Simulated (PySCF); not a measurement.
Species: C4H11As.
Numbering: `[CH3:1][CH:2]([CH3:3])[CH2:4][AsH2:5]` (hydrogens: H6, H7, H8 on C1; H9 on C2; H10, H11, H12 on C3; H13, H14 on C4; H15, H16 on As5)

Structure used (PBE0-D3(BJ)/def2-SVP), in Å, numbered top down from 1:
```
atom  x, y, z in Å
C1    -1.2356   -0.4470    1.3230
C2    -0.2546   -0.3929    0.1552
C3    -0.9670    0.0005   -1.1347
C4     0.9095    0.5419    0.4866
As5    2.3255    0.5880   -0.9057
H6    -2.0573   -1.1524    1.1223
H7    -1.6838    0.5444    1.5034
H8    -0.7392   -0.7631    2.2536
H9     0.1599   -1.4098    0.0194
H10   -1.3881    1.0167   -1.0529
H11   -0.2886   -0.0064   -2.0021
H12   -1.7974   -0.6879   -1.3547
H13    1.3627    0.2630    1.4489
H14    0.5408    1.5774    0.5888
H15    3.3867    1.2007    0.0040
H16    2.8296   -0.8277   -0.6285
```

Method: core-valence-separated Tamm–Dancoff BHandHLYP/aug-pcX-1 (pcseg-1 on H, def2-SVPD on As) in PySCF, non-relativistic, gas phase, PBE0-D3(BJ)/def2-SVP geometry. The energies are unshifted.

The lowest roots of each edge with f over 0.003 (five at most, numbered afresh; weaker and dark ones are left out), with transition dipoles (au) in the frame of the coordinates:

```tsv
root	edge	E (eV)	μx	μy	μz
1	C	285.00	-0.0567	-0.0077	0.0457
2	C	285.26	-0.0234	-0.0050	0.0295
3	C	285.34	-0.0204	0.0042	-0.0312
4	C	285.78	0.0079	-0.0255	-0.0537
5	C	285.83	-0.0152	0.0465	0.0080
```

Task: What are the oscillator strengths?

Result: f = (2/3) ΔE |μ|², with ΔE in hartree (27.2114 eV):

| root | ΔE (Eh) | \|μ\|² (au) | f | core hole on |
| --- | --- | --- | --- | --- |
| 1 | 10.4736 | 0.005363 | 0.037 | C4 |
| 2 | 10.4832 | 0.001443 | 0.010 | C1 |
| 3 | 10.4859 | 0.001407 | 0.010 | C3 |
| 4 | 10.5021 | 0.003596 | 0.025 | C4 |
| 5 | 10.5041 | 0.002457 | 0.017 | C2 |

Task: Molecules are fixed in this frame and the field points along z. What effective strengths 3 f cos²θ do the roots have (θ between field and μ)?

Result: root 1 (C4): 0.044, root 2 (C1): 0.018, root 3 (C3): 0.020, root 4 (C4): 0.061, root 5 (C2): 0.001. Root 4 is the strongest. Averaged over all orientations cos²θ is 1/3, which gives f back.

 Relativistic effects, spin–orbit coupling among them, are left out although an element past zinc is present.

One conformer stands for the species.
